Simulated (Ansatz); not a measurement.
Geometry optimisation, RKS LDA/STO-3G in Ansatz 0.2.0.

Input:

```yaml
crystal:
  periodic: [false, false, false]
  atoms:
    - { symbol: "N", position_ang: [-1.9074, 0.6486, -0.4771] }
    - { symbol: B, position_ang: [-0.9579, -0.4503, -0.6247] }
    - { symbol: "N", position_ang: [0.03489, -0.73834, 0.5069] }
    - { symbol: Si, position_ang: [-0.98748, -1.57948, -2.2725] }
    - { symbol: Si, position_ang: [-2.95528, -2.47967, -2.48852] }
    - { symbol: H, position_ang: [-1.7222, 1.4089, -1.2297] }
    - { symbol: H, position_ang: [-1.7735, 1.1651, 0.4352] }
    - { symbol: H, position_ang: [-0.55231, -1.0933, 1.32605] }
    - { symbol: H, position_ang: [0.57307, -1.59377, 0.16428] }
    - { symbol: H, position_ang: [0.06858, -2.54392, -2.22292] }
    - { symbol: H, position_ang: [-0.70952, -0.61273, -3.43486] }
    - { symbol: H, position_ang: [-3.232, -3.36675, -1.3703] }
    - { symbol: H, position_ang: [-4.01815, -1.38488, -2.54113] }
    - { symbol: H, position_ang: [-2.9921, -3.23659, -3.755] }
basis:
  gaussian: { orbitals: STO-3G }
hamiltonian:
  xc: lda
relax:
  f_tol: 0.015
  max_steps: 40
output:
  orbitals: {}
```

Launched with:

```bash
$ ansatz run input.yaml --threads 1 --pin off --max-ram 2048MiB --backend cpu --events-out ev --progress --plain --runs-dir out
```

Task: Where does it end, and by what steps?

Result: The forces met the threshold. The force dipped under the threshold on the way, but the program's further checks kept it going. Limits of this set-up: minimal basis. After 8 steps the energy has fallen by 1.503 eV; H8 moved furthest, 0.67 Å.

```
step  energy less start (eV)  largest force component (eV/Å)  accepted
   0                  0.0000                           3.192       yes
   1                 -0.7544                           1.728       yes
   2                 -1.0522                           1.919       yes
   3                 -1.4450                           0.451       yes
   4                 -1.3730                           1.097        no
   5                 -1.4929                           0.202       yes
   6                 -1.5024                           0.042       yes
   7                 -1.5034                           0.013       yes
   8                 -1.5035                           0.010       yes
```

```xyz
14
Properties=species:S:1:pos:R:3
N -1.540 0.788 -0.447
B -0.918 -0.466 -0.584
N -0.239 -1.029 0.511
Si -1.007 -1.438 -2.276
Si -2.943 -2.518 -2.581
H -2.051 1.265 -1.216
H -1.527 1.352 0.429
H -0.153 -0.570 1.443
H 0.251 -1.944 0.472
H 0.062 -2.418 -2.364
H -0.825 -0.545 -3.408
H -3.201 -3.478 -1.525
H -4.070 -1.605 -2.603
H -2.969 -3.250 -3.833
```

Whether the end is a true minimum wasn't checked by a vibrational analysis.

Run time: 51 s on 1 CPU thread of a shared host.
